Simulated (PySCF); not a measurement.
Correlation energy of Zn+ (zinc, charge +1)

[Ar] 3d10 4s1, 2S determinant. All numbers are calculated (PySCF 2.14, a scalar-relativistic core potential, in cc-pVTZ-PP with ECP10MDF). Frozen: 3s2 3p6; 11 electrons correlated.

MP2 pair energies summed by pair of shells (mhartree):

```tsv
pair	energy	share (%)
3d-3d	-449.01	94.5
3d-4s	-26.28	5.5
```

Total MP2 correlation energy: -475.29 mhartree.

Same-spin part -174.84 and opposite-spin part -300.45 mhartree; SCS-MP2 scales them by 1/3 and 6/5 to -418.82 mhartree.
